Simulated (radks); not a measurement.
Fractional charge and spin in the 1s shell of helium: the spin-up occupation runs from 0 to 1 and the spin-down occupation from 0 to 1; the fullest corner is He, 1s(up 1, down 1). All-electron calculation, non-relativistic Kohn-Sham, PBE, spin-polarised, spherical densities, point nucleus. Program: a radial shooting solver on a logarithmic mesh with Libxc functionals. Energy (eV) minus the two flat planes that join the four corners (they meet along the diagonal where the two added fractions sum to one electron); zero is where a piecewise linear energy would lie.

\begin{tabular}{lrrr}
down \ up & 0 & 0.5 & 1 \\ \hline
0 & 0.000 & -2.864 & 0.000 \\
0.5 & -2.864 & 2.496 & -2.069 \\
1 & 0.000 & -2.069 & 0.000 \\
\end{tabular}

Corners above the fullest one (they belong to He+ and the next ion): (up 1, down 0) 24.467 eV, (up 0, down 1) 24.467 eV, (up 0, down 0) 78.721 eV. With half an added electron in each spin the energy lies 2.496 eV from the planes (fractional-spin error, the static-correlation error of a stretched bond), and with half an added electron in spin up alone -2.864 eV (fractional-charge error). For a frontier s shell over closed shells the exact functional lies on the planes.
